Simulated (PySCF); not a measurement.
C4H14OSi2, SMILES C[SiH](C)O[SiH](C)C (connectivity only; charge and spin as stated), charge +1, multiplicity 2.

Geometry: B3LYP-D3(BJ)/def2-SVP. The spin state was assumed, not searched. Other conformers were not sampled.

Method: B3LYP-D3(BJ)/def2-SVP in PySCF.

Frequencies are harmonic and unscaled.

Computed vibrational spectrum:
```
mode  ν (cm⁻¹)  IR (km/mol)  moving atoms (share of kinetic energy)
----  --------  -----------  --------------------------------------
1           27          0.4                  C 62 %, H 30 %, Si 8 %
2           31         24.4                  C 59 %, H 25 %, O 14 %
3           58          1.9                  O 36 %, C 29 %, H 27 %
4          138          2.0                                  H 98 %
5          138          0.1                          H 85 %, C 11 %
6          143          0.0                          C 49 %, H 44 %
7          159        103.5                 H 57 %, C 26 %, Si 16 %
8          168         97.1                 H 68 %, C 16 %, Si 15 %
9          169          0.0                          H 86 %, C 13 %
10         181          0.6         C 39 %, H 31 %, Si 18 %, O 11 %
11         237          0.4                 Si 50 %, H 27 %, C 18 %
12         249          6.9         Si 34 %, H 28 %, C 26 %, O 13 %
13         317        315.7           O 67 %, Si 15 %, H 9 %, C 9 %
14         372       1218.2         C 44 %, H 29 %, Si 15 %, O 12 %
15         488          7.3                 Si 62 %, O 16 %, H 14 %
16         571          0.4                 C 55 %, Si 29 %, H 16 %
17         608         15.4                          H 75 %, C 19 %
18         621          0.1                                  H 94 %
19         640        102.0                          H 74 %, C 21 %
20         665          1.2                 H 66 %, C 20 %, Si 13 %
21         686          4.7                 C 40 %, Si 33 %, H 27 %
22         698          0.0                 C 39 %, H 38 %, Si 21 %
23         700         26.3                          H 82 %, C 17 %
24         739         41.6                          H 79 %, C 17 %
25         744         45.4                 H 71 %, C 15 %, Si 10 %
26         763         15.1                          H 78 %, C 17 %
27         783          2.8                          H 80 %, C 15 %
28         804          9.0                           H 85 %, C 8 %
29         884        287.0                          H 82 %, C 12 %
30         902          1.5                          H 80 %, C 12 %
31         958        211.2                 O 53 %, H 28 %, Si 14 %
32        1152        794.8                  H 73 %, C 12 %, O 11 %
33        1177         10.1                          H 83 %, C 16 %
34        1223        123.8                          H 82 %, C 17 %
35        1247          1.6                          H 82 %, C 18 %
36        1376          8.9                                  H 93 %
37        1377         25.6                                  H 94 %
38        1402          7.1                                  H 95 %
39        1406          9.8                                  H 95 %
40        1409         12.5                                  H 94 %
41        1413          9.3                                  H 95 %
42        1420         28.0                                  H 95 %
43        1420          0.0                                  H 95 %
44        2252         36.0                                  H 97 %
45        2257         71.5                                  H 97 %
46        3030         16.9                                  H 98 %
47        3030          1.7                                  H 98 %
48        3034         10.7                                  H 97 %
49        3034          1.1                                  H 97 %
50        3131          0.0                           H 91 %, C 9 %
51        3131          2.6                           H 91 %, C 9 %
52        3150          0.1                           H 91 %, C 9 %
53        3150          9.7                           H 91 %, C 9 %
54        3154          1.5                           H 91 %, C 9 %
55        3154         36.5                           H 91 %, C 9 %
56        3188          2.5                          H 90 %, C 10 %
57        3188          2.2                          H 90 %, C 10 %
```
